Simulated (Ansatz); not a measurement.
Ideal-gas functions of CCl$_{2}$FNSn (`N#[C][Sn]([F])([Cl])[Cl]`) at 600 K and 1 bar, from an Ansatz frequency run at PBE0-D4/def2-TZVP.

Molar mass 234.63 g/mol, point group Cs (symmetry number 1), electronic degeneracy 1, moments of inertia 366.067, 375.828, 513.632 u Å². Harmonic wavenumbers (cm⁻¹, unscaled): 77, 87, 110, 150, 151, 279, 282, 391, 419, 449, 660, 2333.

Use S(trans) = R[1.5 ln M + 2.5 ln T − 1.1517]; rotational temperatures θ = 24.2544 K / I; S(rot) = R[ln(√π/σ · √(T³/θAθBθC)) + 1.5]; for each mode x = 1.438777 ν̃/T, S = R[x/(eˣ − 1) − ln(1 − e⁻ˣ)] and H = RT x/(eˣ − 1); 1 cm⁻¹ = 0.0119627 kJ/mol; R = 8.31446 J/(mol·K).

**Question.** By hand: the entropy, in J/(mol·K).

**Answer.** Translation 191.5. Rotation: θ = 0.0663, 0.0645, 0.0472 K, giving 132.4. Vibration, mode by mode: 22.37, 21.36, 19.42, 16.86, 16.81, 11.81, 11.72, 9.15, 8.62, 8.09, 5.31, 0.20, in all 151.7. Electronic 0.0. Sum 475.6 J/(mol·K).

**Question.** By hand: H − E and G − E in kJ/mol, counted from the electronic energy.

**Answer.** Zero-point energy ½ × 5388 × 0.0119627 = 32.2; thermal vibration 39.5; translation, rotation and pV give 4 RT = 20.0. H − E = 91.7 kJ/mol, and G − E = 91.7 − 600 × 475.6/1000 = -193.7 kJ/mol.

Vibration gives 32 % of the entropy, 63.2 J/(mol·K) of it from the modes under 150 cm⁻¹: soft modes count most, and the harmonic formula is weakest for them.
